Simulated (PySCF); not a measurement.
**Relaxation of singlet Hg2Se**

These are results of PySCF, B3LYP, basis Se def2-SVP, Hg def2-SVP with ECP60 (scalar-relativistic core potentials, no spin–orbit coupling, density fitting), not measurements. A (50,194) grid was used.

A hand-made bent start, of C2v symmetry, held to at least that symmetry:

```xyz
3
charge 0 multiplicity 1, angstrom
Se    0.0000    0.0000   -1.1923
Hg    2.0397    0.0000    0.2359
Hg   -2.0397    0.0000    0.2359
```

Optimiser trace:
```json
{"step": "0", "E − E(last) (kJ/mol)": "67.79", "largest gradient (Eh/bohr)": "0.02350"}
{"step": "1", "E − E(last) (kJ/mol)": "51.69", "largest gradient (Eh/bohr)": "0.01435"}
{"step": "2", "E − E(last) (kJ/mol)": "33.47", "largest gradient (Eh/bohr)": "0.00898"}
{"step": "3", "E − E(last) (kJ/mol)": "25.31", "largest gradient (Eh/bohr)": "0.01233"}
{"step": "4", "E − E(last) (kJ/mol)": "21.63", "largest gradient (Eh/bohr)": "0.01135"}
{"step": "5", "E − E(last) (kJ/mol)": "16.83", "largest gradient (Eh/bohr)": "0.00930"}
{"step": "6", "E − E(last) (kJ/mol)": "6.99", "largest gradient (Eh/bohr)": "0.00570"}
{"step": "7", "E − E(last) (kJ/mol)": "1.11", "largest gradient (Eh/bohr)": "0.00183"}
{"step": "8", "E − E(last) (kJ/mol)": "0.18", "largest gradient (Eh/bohr)": "0.00166"}
{"step": "9", "E − E(last) (kJ/mol)": "0.02", "largest gradient (Eh/bohr)": "0.00019"}
{"step": "10", "E − E(last) (kJ/mol)": "0.00", "largest gradient (Eh/bohr)": "0.00004"}
```

It ends at D∞h with Se–Hg 2.611 Å (×2); Hg–Se–Hg 180.0° (after a last refinement on a finer grid). A frequency run shows a minimum. Other isomers or separated fragments may lie lower.

Final geometry:
```xyz
3
charge 0 multiplicity 1, angstrom
Se    0.0000    0.0000    0.0000
Hg    2.6113    0.0000    0.0000
Hg   -2.6113    0.0000    0.0000
```

With an element this heavy the missing spin–orbit coupling can shift these numbers.

The relaxation took roughly 3 core-minutes on a shared host.
